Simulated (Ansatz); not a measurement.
Torsion O1–Si2–S3–H5 in H2OSSi (SMILES O[Si]S); at each angle all else is relaxed with GFN2-xTB, and the levels are single points there.
Geometry at 180° (charge 0, multiplicity 1):
```json
[
 {"atom": "O", "x (Å)": "-1.0984", "y (Å)": "0.2585", "z (Å)": "-0.1277"},
 {"atom": "Si", "x (Å)": "-0.1587", "y (Å)": "-0.9692", "z (Å)": "-0.6418"},
 {"atom": "S", "x (Å)": "1.4391", "y (Å)": "-0.6269", "z (Å)": "0.8062"},
 {"atom": "H", "x (Å)": "-1.9438", "y (Å)": "0.4990", "z (Å)": "-0.4912"},
 {"atom": "H", "x (Å)": "2.1799", "y (Å)": "-1.6349", "z (Å)": "0.3625"}
]
```

On the grid 0° to 330°, 270° is the highest and 180° the lowest point at MP2/CBS(cc-pV(T+d)Z, cc-pV(Q+d)Z) + ΔCCSD(T)/cc-pV(T+d)Z.

Frozen-core correlation.

Programs: Ansatz (an electronic-structure program). 

Q: What energy at 270° less that at 180° does SCS-MP2/cc-pV(D+d)Z give?

A: 454 meV

Q: Give the energy at 270° less that at 180° at the level MP2/cc-pV(Q+d)Z.

A: 440 meV

Q: Predict the energy at 270° less that at 180° from PBE0/def2-TZVPP.

A: 446 meV
